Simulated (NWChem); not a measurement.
C₄H₄ClF; SMILES F[C@H]1C=C(Cl)C1

```xyz
10

F      0.0792     2.5498     0.4600
C      0.0320     1.5010    -0.4166
C      1.0325     0.3985    -0.1925
C      0.0505    -0.5017    -0.0395
Cl     0.0274    -2.1980     0.1403
C     -1.0941     0.4673    -0.1400
H      0.0169     1.9139    -1.4406
H      2.1213     0.3534    -0.2164
H     -1.6158     0.6677     0.8075
H     -1.8263     0.2920    -0.9440
```
Atoms are numbered in this order, from 1.

All runs: NWChem. Structure relaxed at the PBE0/def2-SVP level. Level PBE/def2-SVP: energy and gradient on several grids; changes count from the extra-fine grid, which is no exact limit either.

```
grid     size of the energy change (μHa)  largest change of a gradient component (μHa/bohr)  time, medium = 1 (rough)
-------  -------------------------------  -------------------------------------------------  ------------------------
xcoarse                             3000                                               4000                   about 1
coarse                                10                                                200                   about 1
medium                              < 10                                               < 30                   about 1
fine                                < 10                                               < 30                   about 1
xfine                               < 10                                               < 30                         3
```
